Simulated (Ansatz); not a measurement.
`c1csc(-c2ccc(-c3ccc(-c4ccc(-c5ccc(-c6ccc(-c7ccc(-c8ccc(-c9cccs9)s8)s7)s6)s5)s4)s3)s2)c1`. The state is a triplet with charge 0. Geometry PBE-D4/def2-SVP, that of the neutral singlet; atoms count from 1.

```xyz
65

C    -4.307    9.486   12.681
C    -3.987   10.429   11.721
S    -3.546    9.688   10.221
C    -3.781    8.077   10.870
C    -3.564    6.895   10.067
C    -3.799    5.563   10.412
C    -3.475    4.648    9.385
C    -2.985    5.256    8.227
C    -2.560    4.649    6.993
C    -2.029    5.243    5.845
C    -1.722    4.319    4.821
C    -2.011    2.994    5.159
C    -1.835    1.794    4.387
C    -2.188    0.478    4.706
C    -1.857   -0.458    3.704
C    -1.240    0.116    2.586
C    -0.776   -0.539    1.392
C    -0.899   -1.888    1.040
C    -0.322   -2.199   -0.210
C     0.258   -1.099   -0.851
C     0.926   -1.035   -2.121
C     1.518    0.060   -2.760
C     2.086   -0.254   -4.013
C     1.943   -1.599   -4.370
C     2.390   -2.258   -5.569
C     3.043   -1.702   -6.674
C     3.335   -2.641   -7.687
C     2.914   -3.941   -7.388
C     3.032   -5.141   -8.172
C     2.642   -6.446   -7.860
C     2.913   -7.379   -8.888
C     3.517   -6.811  -10.011
C     3.926   -7.462  -11.235
C     3.806   -8.809  -11.581
C     4.315   -9.102  -12.877
C     4.821   -7.987  -13.521
S     4.678   -6.568  -12.541
S     3.745   -5.090   -9.773
S     2.145   -3.977   -5.812
S     1.086   -2.472   -3.115
S     0.076    0.340    0.137
S    -1.079    1.848    2.805
S    -2.673    2.912    6.781
S    -2.928    6.997    8.437
C    -4.190    8.151   12.203
H    -4.614    9.747   13.702
H    -3.986   11.522   11.809
H    -4.203    5.267   11.389
H    -3.592    3.559    9.477
H    -1.870    6.327    5.761
H    -1.301    4.601    3.846
H    -2.680    0.214    5.653
H    -2.054   -1.535    3.784
H    -1.404   -2.624    1.680
H    -0.322   -3.205   -0.652
H     1.534    1.064   -2.314
H     2.595    0.478   -4.654
H     3.296   -0.636   -6.739
H     3.844   -2.390   -8.628
H     2.171   -6.710   -6.903
H     2.676   -8.449   -8.819
H     3.362   -9.558  -10.912
H     4.309  -10.104  -13.327
H     5.270   -7.917  -14.518
H    -4.393    7.261   12.813
```

Single mean-field runs in def2-SVP are fitted with def2-universal-jkfit. At PBE0-D4/def2-SVP a singlet of charge 0 lies 1.53 eV below the triplet at the same geometry.

Estimate the Mulliken populations of the heavy atoms from the PBE0/def2-SVP orbitals of Ansatz.


```json
{"atom": "C1", "charge (e)": "-0.01", "spin (α − β)": "-0.02"}
{"atom": "C2", "charge (e)": "-0.11", "spin (α − β)": "0.04"}
{"atom": "S3", "charge (e)": "0.12", "spin (α − β)": "0.00"}
{"atom": "C4", "charge (e)": "-0.13", "spin (α − β)": "-0.04"}
{"atom": "C5", "charge (e)": "-0.08", "spin (α − β)": "0.09"}
{"atom": "C6", "charge (e)": "-0.01", "spin (α − β)": "-0.05"}
{"atom": "C7", "charge (e)": "-0.03", "spin (α − β)": "0.10"}
{"atom": "C8", "charge (e)": "-0.08", "spin (α − β)": "-0.07"}
{"atom": "C9", "charge (e)": "-0.07", "spin (α − β)": "0.16"}
{"atom": "C10", "charge (e)": "-0.02", "spin (α − β)": "-0.09"}
{"atom": "C11", "charge (e)": "-0.02", "spin (α − β)": "0.16"}
{"atom": "C12", "charge (e)": "-0.08", "spin (α − β)": "-0.09"}
{"atom": "C13", "charge (e)": "-0.07", "spin (α − β)": "0.25"}
{"atom": "C14", "charge (e)": "-0.02", "spin (α − β)": "-0.09"}
{"atom": "C15", "charge (e)": "-0.01", "spin (α − β)": "0.20"}
{"atom": "C16", "charge (e)": "-0.08", "spin (α − β)": "-0.01"}
{"atom": "C17", "charge (e)": "-0.08", "spin (α − β)": "0.23"}
{"atom": "C18", "charge (e)": "-0.01", "spin (α − β)": "0.05"}
{"atom": "C19", "charge (e)": "-0.03", "spin (α − β)": "0.08"}
{"atom": "C20", "charge (e)": "-0.07", "spin (α − β)": "0.20"}
{"atom": "C21", "charge (e)": "-0.07", "spin (α − β)": "0.05"}
{"atom": "C22", "charge (e)": "-0.02", "spin (α − β)": "0.18"}
{"atom": "C23", "charge (e)": "-0.01", "spin (α − β)": "-0.06"}
{"atom": "C24", "charge (e)": "-0.08", "spin (α − β)": "0.25"}
{"atom": "C25", "charge (e)": "-0.08", "spin (α − β)": "-0.08"}
{"atom": "C26", "charge (e)": "-0.01", "spin (α − β)": "0.18"}
{"atom": "C27", "charge (e)": "-0.03", "spin (α − β)": "-0.10"}
{"atom": "C28", "charge (e)": "-0.07", "spin (α − β)": "0.20"}
{"atom": "C29", "charge (e)": "-0.08", "spin (α − β)": "-0.08"}
{"atom": "C30", "charge (e)": "-0.03", "spin (α − β)": "0.12"}
{"atom": "C31", "charge (e)": "-0.01", "spin (α − β)": "-0.07"}
{"atom": "C32", "charge (e)": "-0.07", "spin (α − β)": "0.11"}
{"atom": "C33", "charge (e)": "-0.12", "spin (α − β)": "-0.05"}
{"atom": "C34", "charge (e)": "-0.01", "spin (α − β)": "0.06"}
{"atom": "C35", "charge (e)": "-0.01", "spin (α − β)": "-0.03"}
{"atom": "C36", "charge (e)": "-0.11", "spin (α − β)": "0.05"}
{"atom": "S37", "charge (e)": "0.12", "spin (α − β)": "0.01"}
{"atom": "S38", "charge (e)": "0.13", "spin (α − β)": "0.01"}
{"atom": "S39", "charge (e)": "0.12", "spin (α − β)": "0.01"}
{"atom": "S40", "charge (e)": "0.11", "spin (α − β)": "0.04"}
{"atom": "S41", "charge (e)": "0.10", "spin (α − β)": "0.04"}
{"atom": "S42", "charge (e)": "0.12", "spin (α − β)": "0.03"}
{"atom": "S43", "charge (e)": "0.12", "spin (α − β)": "0.02"}
{"atom": "S44", "charge (e)": "0.13", "spin (α − β)": "0.01"}
{"atom": "C45", "charge (e)": "-0.01", "spin (α − β)": "0.05"}
```
Mulliken values depend strongly on the basis.

Where does the spin sit?

Summed by element: C 1.88, S 0.17, H -0.05, of 2 unpaired in all. Largest on single atoms: C24 0.25, C13 0.25, C17 0.23.

And the Mayer bond orders between heavy atoms (over 0.3, the first 40 of 53)?

C1–C2 1.54 (1.38 Å); C1–C45 1.29 (1.42 Å); C2–S3 1.16 (1.73 Å); S3–C4 1.14 (1.75 Å); C4–C5 1.15 (1.45 Å); C4–C45 1.50 (1.40 Å); C5–C6 1.49 (1.40 Å); C5–S44 1.12 (1.75 Å); C6–C7 1.31 (1.41 Å); C7–C8 1.45 (1.40 Å); C8–C9 1.21 (1.44 Å); C8–S44 1.11 (1.75 Å); C9–C10 1.43 (1.40 Å); C9–S43 1.11 (1.75 Å); C10–C11 1.34 (1.41 Å); C11–C12 1.40 (1.40 Å); C12–C13 1.26 (1.44 Å); C12–S43 1.10 (1.75 Å); C13–C14 1.35 (1.40 Å); C13–S42 1.09 (1.75 Å); C14–C15 1.41 (1.41 Å); C15–C16 1.32 (1.40 Å); C16–C17 1.32 (1.44 Å); C16–S42 1.08 (1.75 Å); C17–C18 1.28 (1.40 Å); C17–S41 1.07 (1.75 Å); C18–C19 1.48 (1.41 Å); C19–C20 1.26 (1.40 Å); C20–C21 1.38 (1.44 Å); C20–S41 1.06 (1.75 Å); C21–C22 1.28 (1.40 Å); C21–S40 1.07 (1.75 Å); C22–C23 1.43 (1.41 Å); C23–C24 1.34 (1.40 Å); C24–C25 1.25 (1.44 Å); C24–S40 1.08 (1.75 Å); C25–C26 1.39 (1.40 Å); C25–S39 1.09 (1.75 Å); C26–C27 1.36 (1.41 Å); C27–C28 1.40 (1.40 Å).
